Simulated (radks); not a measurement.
Results of a calculation; reference values are marked as such.
Task: The mean radii <r> (bohr) of the occupied orbitals of an atom or ion are listed with their occupations. Code: a radial shooting solver on a logarithmic mesh with Libxc functionals. Model: Dirac Kohn-Sham, PBE, spin-unpolarised, spherical densities, point nucleus.

orbital  occ.      <r>
1s1/2       2  0.02074
2s1/2       2  0.08753
2p1/2       2  0.07290
2p3/2       4  0.08007
3s1/2       2   0.2294
3p1/2       2   0.2191
3p3/2       4   0.2327
3d3/2       4   0.2054
3d5/2       6   0.2096
4s1/2       2   0.5183
4p1/2       2   0.5280
4p3/2       4   0.5588
4d3/2       4   0.5885
4d5/2       6   0.5993
5s1/2       2    1.256
5p1/2       2    1.404
5p3/2       4    1.503
4f5/2       6   0.7859
4f7/2       4   0.7992
6s1/2       2    3.422

Name the element and its charge. Open shells, if any, fill j = l - 1/2 first.

Result: Z = 67, holmium, charge +1: Ho+ in [Xe] 4f10 6s2. The 1s radius gives Z: for a bare nucleus <r> = (2 gamma + 1)/(2Z) with gamma = sqrt(1 - (Z/c)^2), 0.02048 bohr for Z = 67, and screening makes it slightly larger (0.02074 here). The occupations add up to 66, and the charge is Z minus that.
